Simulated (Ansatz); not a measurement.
Ansatz (a quantum-chemistry and plane-wave program) input (PBE0/def2-QZVPP):
A basis named .json is the Basis Set Exchange file of that set.

Ansatz 0.2 input:
```yaml
crystal:
  periodic: [false, false, false]
  atoms:
    - {symbol: C, position_ang: [-2.25084546, -0.02756413, -0.11565726]}
    - {symbol: C, position_ang: [-1.11033469, 0.12750955, 0.49176546]}
    - {symbol: C, position_ang: [0.12917447, -0.71272209, 0.20559255]}
    - {symbol: C, position_ang: [1.27049657, 0.11341881, -0.17756154]}
    - {symbol: N, position_ang: [2.15944881, 0.77998730, -0.47294440]}
    - {symbol: H, position_ang: [-2.69045187, -0.63858073, -0.88760347]}
    - {symbol: H, position_ang: [-0.98962825, 0.88681393, 1.26095516]}
    - {symbol: H, position_ang: [-0.07015933, -1.43334932, -0.58841301]}
    - {symbol: H, position_ang: [0.40315246, -1.27864784, 1.10083702]}
basis:
  gaussian:
    orbitals: def2-QZVPP.json
hamiltonian:
  xc: {name: PBE0}
magnetization: {spin_polarized: true, initial_magnetization: 1}
```

Output:

```
Functional definition: PBE0
integrals: 0.36 GiB planned
1103 factors; their error is unknown
mean field: 4.05 GiB planned
mean field evaluation 1: about -5687.5642 eV, gradient 4.1e1 eV
mean field evaluation 2: about -5685.3448 eV, gradient 4.6e1 eV
mean field evaluation 4: about -5694.9856 eV, gradient 3.6e0 eV
mean field evaluation 8: about -5695.0459 eV, gradient 1.8e-1 eV
mean field evaluation 16: about -5695.0513 eV, gradient 1.2e-3 eV
mean field -5695.05132941 eV, -209.2892761113 hartree, gradient 8.8e-5 eV, S^2 0.764104; 0 other end points of the search recorded, 0 dependent functions left out
reference -5695.05136627 eV, -209.2892774659 hartree; 18, 17 occupied and 387, 388 virtual orbitals, 1103 factors
Total energy: -5695.05136627 eV, -209.2892774659 hartree
```

It need not be the lowest isomer of its formula.
